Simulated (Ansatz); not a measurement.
Z-matrix (Å, degrees):
```
Ge
F 1 1.743
C 1 1.953 2 103.8
O 1 1.758 2 107.5 3 119.9
H 1 1.525 2 109.0 3 -124.6
Cl 3 1.778 1 109.7 2 -174.7
H 3 1.089 1 110.5 2 -55.2
H 3 1.089 1 110.9 2 65.5
H 4 0.960 1 114.0 2 -62.0
```

Charge 0, multiplicity 1.

(1) List the PBE/def2-TZVPP orbital energies in eV (the Gaussian-basis code of Ansatz). (Best estimate.)

Results:

(1) Computed: Occupied: -10805.56, -2739.31, -1338.81, -1192.24, -1192.22, -1192.21, -659.24, -510.60, -270.87, -249.84, -190.63, -190.33, -190.32, -163.53, -115.03, -114.96, -114.92, -31.24, -30.92, -30.78, -30.75, -30.74, -28.20, -24.86, -21.66, -17.03, -14.27, -11.93, -11.59, -11.07, -10.37, -10.04, -9.46, -8.70, -8.62, -7.78, -7.48, -6.98. Lowest empty: -1.09, -0.58, 0.10, 0.36, 0.70, 1.41, 2.27, 2.47.
